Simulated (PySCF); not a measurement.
Job for PySCF: D3(BJ) and D4 dispersion corrections on Cl3FSi (SMILES F[Si](Cl)(Cl)Cl).

```python
from pyscf import gto
from pyscf.dispersion import dftd3, dftd4

mol = gto.M(
    atom='''
    Si   -0.03465544   -0.02179860    0.05130222
    Cl    0.54843280   -1.61921426   -1.04858397
    Cl   -1.22016893    1.20245803   -1.04287551
    Cl    1.57550177    0.98597580    0.75362561
    F    -0.86911020   -0.54732097    1.28653166
    ''',
    basis='def2-svp',
    charge=0, spin=0, verbose=0, max_memory=1800)
d3, d4 = {}, {}
for xc in ['hf', 'pbe', 'blyp', 'revpbe', 'tpss', 'r2scan', 'b3lyp', 'pbe0', 'bhlyp', 'camb3lyp', 'b2plyp']:
    d3[xc] = float(dftd3.DFTD3Dispersion(mol, xc=xc, version='d3bj', atm=False).get_dispersion()['energy'])
    print(f'D3(BJ) {xc:10s} {d3[xc]:14.8f} Eh')
for xc in ['hf', 'pbe', 'blyp', 'revpbe', 'tpss', 'r2scan', 'b3lyp', 'pbe0', 'bhlyp', 'camb3lyp', 'b2plyp']:
    d4[xc] = float(dftd4.DFTD4Dispersion(mol, xc={'camb3lyp': 'cam-b3lyp'}.get(xc, xc), atm=True).get_dispersion()['energy'])
    print(f'D4     {xc:10s} {d4[xc]:14.8f} Eh')
```

It printed:

```
D3(BJ) hf            -0.05041751 Eh
D3(BJ) pbe           -0.00660336 Eh
D3(BJ) blyp          -0.01563013 Eh
D3(BJ) revpbe        -0.01553263 Eh
D3(BJ) tpss          -0.00885933 Eh
D3(BJ) r2scan        -0.00178826 Eh
D3(BJ) b3lyp         -0.01303876 Eh
D3(BJ) pbe0          -0.00617530 Eh
D3(BJ) bhlyp         -0.01131943 Eh
D3(BJ) camb3lyp      -0.00631950 Eh
D3(BJ) b2plyp        -0.00674890 Eh
D4     hf            -0.02535762 Eh
D4     pbe           -0.00792941 Eh
D4     blyp          -0.01725049 Eh
D4     revpbe        -0.02036423 Eh
D4     tpss          -0.01071574 Eh
D4     r2scan        -0.00172420 Eh
D4     b3lyp         -0.01313326 Eh
D4     pbe0          -0.00674667 Eh
D4     bhlyp         -0.01128210 Eh
D4     camb3lyp      -0.00700568 Eh
D4     b2plyp        -0.00552058 Eh
```

The run finished.

Cost: very roughly 0.03 core-seconds.
